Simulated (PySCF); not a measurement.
C₃H₆BFO₂, SMILES C[C@@]1(OCB1O)F.

Geometry optimised at PBE0-D3(BJ)/def2-SVP. The structure was generated by enumeration; whether it is a known compound was not checked. One conformer was computed; it need not be the lowest.

Two levels are set side by side: TDDFT-PBE/def2-SVPD (PySCF) and TDDFT-ωB97X/def2-SVPD (PySCF). Vertical, same geometry. The lowest singlet is HOMO→LUMO 99 % with PBE and HOMO→LUMO+1 71 %, HOMO−1→LUMO+1 19 % with the other functional; states are paired by order. Differences are taken from unrounded values.

```tsv
quantity	TDDFT-ωB97X
lowest singlet excitation (eV)	6.06
lowest triplet excitation (TDA) (eV)	5.47
```

### Question
What does TDDFT-PBE give, and how far is it from TDDFT-ωB97X? (The exact figures need the calculation; the answer reports its results.)

### Answer

```
quantity                              TDDFT-PBE  TDDFT-PBE minus TDDFT-ωB97X
------------------------------------  ---------  ---------------------------
lowest singlet excitation (eV)             5.07                        -0.99
lowest triplet excitation (TDA) (eV)       4.62                        -0.86
```

Functionals without exact exchange tend to place singlet excitations lower, as here. Differences between two approximate levels are no errors against the true value.

Rough cost on one machine, each run with all the roots and properties that it gave: TDDFT-ωB97X against TDDFT-PBE about 9 times.
